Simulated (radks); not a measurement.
Values are calculated unless marked as measured or tabulated.
Q: Neutral molybdenum, [Kr] 4d5 5s1. Level of theory: non-relativistic Kohn-Sham, exchange-only PBE, spin-polarised, spherical densities, point nucleus (a radial shooting solver on a logarithmic mesh with Libxc functionals). Every spin shell is full or empty, so the densities are truly spherical. Functionals are evaluated on that one density, not self-consistently. Rank these exchange functionals by their error against the exact value of the orbitals, and give that value: LDA, PBEsol, revPBE, RPBE, PW91, OPTX, WC, B86b, TPSS, MS2, Tao-Mo, MVS.

A: Exact: -119.742 hartree. From best to worst, with 100 (|E| - |E exact|)/|E exact| (equal figures are ties): PW91 +0.04, B86b +0.06, MVS +0.07, TPSS -0.16, RPBE -0.16, revPBE -0.22, MS2 -0.47, Tao-Mo -0.71, WC -0.88, OPTX +1.08, PBEsol -2.37, LDA -5.17.
